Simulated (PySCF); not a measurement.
CH3F3OSi.

```xyz
9

O     -1.1929     0.5803     0.9711
Si    -0.3139    -0.2632    -0.1402
F     -0.5087    -1.8586     0.0846
F     -0.8449     0.0209    -1.6491
C      1.5040     0.2363     0.0510
F      1.5169     1.4469     0.7667
H     -0.6481     1.2853     1.3729
H      2.0139     0.3848    -0.9258
H      2.0772    -0.5287     0.6203
```
Charge 0, spin multiplicity 1.

The structure is a stationary point at PBE-D3(BJ)/def2-SVP. This is a generated structure with no PubChem entry under its InChIKey; it may be hypothetical. The values are those of a single conformer.

Computed with PBE0/pcSseg-1 (PySCF). Non-relativistic, no solvent.

Q: Give the absolute GIAO shielding of each atom: isotropic value and principal components (ppm). (Estimate from the structure and the level; the computed values follow.)

A: 
```csv
atom,σ(iso),σ11,σ22,σ33,span
O1,275.0,217.8,294.3,313.0,95.2
Si2,395.0,367.6,401.2,416.3,48.8
F3,321.4,265.3,303.0,395.7,130.4
F4,313.1,262.4,285.6,391.2,128.8
C5,107.5,67.7,78.7,176.0,108.3
F6,468.3,431.5,479.5,493.8,62.3
H7,27.4,18.1,25.5,38.6,20.5
H8,26.5,23.1,25.9,30.5,7.4
H9,26.6,22.8,26.1,30.9,8.1
```
